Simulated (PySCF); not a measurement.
Al(H)(Br)(vinyl) (C₂H₄AlBr), SMILES C=[CH][AlH][Br]. Atoms are numbered in the order given.

```xyz
8

Al    -0.6412     0.6426     0.0000
H     -2.2006     0.8782     0.0000
Br     0.1284    -1.4916     0.0000
C      0.6070     2.1256     0.0000
C      0.1397     3.3908     0.0000
H      1.6976     1.9921     0.0000
H      0.7987     4.2687     0.0000
H     -0.9351     3.6153     0.0000
```

Geometry optimised at TPSSh-D3(BJ)/def2-SVP. The structure was generated by enumeration; whether it is a known compound was not checked. One conformer was computed; it need not be the lowest.

Level of theory: PBE0/pcSseg-1 run with PySCF.

GIAO shieldings, no solvent; atoms listed in one row are averaged. δ = σ(ref) − σ: ¹H against TMS (σ = 31.56 ppm); ¹³C against TMS (σ = 186.3 ppm), references at their B3LYP-D3(BJ)/def2-TZVP geometries, non-relativistic (without spin–orbit terms, shifts of atoms bonded to Cl or Br come out too high).

Estimate the chemical shifts. (An estimate is asked for; the answer gives what the named calculation found.)


```
nucleus  atoms  count  δ (ppm)
-------  -----  -----  -------
¹H          H7      1     7.35
¹H          H6      1     7.03
¹H          H8      1     6.92
¹H          H2      1     5.38
¹³C         C5      1    159.4
¹³C         C4      1    154.7
```
